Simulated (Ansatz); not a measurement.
The lowest singlet and triplet of C3H2 (SMILES [C]=C=C); geometries from B3LYP-D3(BJ)/def2-TZVP, each state relaxed from the structure named, with no frequency check.
Singlet at the triplet's geometry (charge 0, multiplicity 1):
```
atom    x (Å)    y (Å)    z (Å)
----  -------  -------  -------
C      1.4667  -0.1469  -0.1284
C      0.2105   0.1111  -0.0517
C     -1.1204   0.0329   0.1180
H     -1.7382   0.9102  -0.0330
H     -1.6025  -0.8931   0.4053
```

| level | gap E(singlet) − E(triplet), vertical, at the triplet's geometry (kcal/mol) | cost |
|---|---|---|
| R-SVWN5/def2-TZVPP | -26.76 | ×0.6 |
| U-SVWN5/def2-TZVPP | -26.76 | ×1 |
| R-PBE/def2-TZVPP | -24.76 | ×1 |
| U-PBE/def2-TZVPP | -24.76 | ×2 |
| R-r2SCAN/def2-TZVPP | -18.75 | ×1 |
| U-r2SCAN/def2-TZVPP (spin-contaminated) | -18.86 | ×3 |
| R-B3LYP/def2-TZVPP | -27.33 | ×0.5 |
| U-B3LYP/def2-TZVPP | -27.33 | ×0.9 |
| R-PBE0/def2-TZVPP | -23.40 | ×0.8 |
| U-PBE0/def2-TZVPP | -23.40 | ×1 |
| R-BHLYP/def2-TZVPP | -24.45 | ×1 |
| U-BHLYP/def2-TZVPP | -24.45 | ×2 |
| R-wB97X-V/def2-TZVPP | -28.84 | ×2 |
| U-wB97X-V/def2-TZVPP | -28.84 | ×4 |
| R-wB97M-V/def2-TZVPP | -30.71 | ×2 |
| U-wB97M-V/def2-TZVPP | -30.71 | ×3 |
| R-B2PLYP/def2-TZVPP | -31.12 | ×1 |
| U-B2PLYP/def2-TZVPP | -31.12 | ×2 |
| SA-CASSCF(6,6)/cc-pVDZ | -22.96 | - |
| SA-CASSCF(6,6)/cc-pVTZ | -24.01 | - |
| SC-NEVPT2 on SA-CASSCF(6,6)/cc-pVDZ | -29.46 | - |
| SC-NEVPT2 on SA-CASSCF(6,6)/cc-pVTZ | -31.59 | - |
| FIC-NEVPT4(SD) on SA-CASSCF(6,6)/cc-pVDZ | -28.31 | - |
| FIC-NEVPT4(SD) on SA-CASSCF(6,6)/cc-pVTZ | -30.64 | - |
| FIC-MRCISD+Q on SA-CASSCF(6,6)/cc-pVDZ | -28.15 | - |
| FIC-MRCISD+Q on SA-CASSCF(6,6)/cc-pVTZ | -30.37 | - |

The rows run from -31.59 (SC-NEVPT2 on SA-CASSCF(6,6)/cc-pVTZ) to -18.75 kcal/mol (R-r2SCAN/def2-TZVPP). The 8 U-functionals in def2-TZVPP without D3 or D4 span 7.72, from U-B2PLYP to U-PBE0.

A positive gap puts the triplet lower; no zero-point energy. R- takes a restricted singlet. U- takes an unrestricted singlet (broken symmetry where lower, unprojected). The triplet is unrestricted in single-reference levels. Active spaces average the two states.

Frozen-core correlation.

Doubts at one or more of the structures used: a restricted determinant that unrestricted orbitals would lower (R-r2SCAN/def2-TZVPP).

Run with Ansatz (an electronic-structure program) with Gaussian orbitals. 

Costs are rough ratios of core time to R-PBE/def2-TZVPP (about 12 s over the structures, on one shared machine); a dash marks a level with no comparable run of its own.
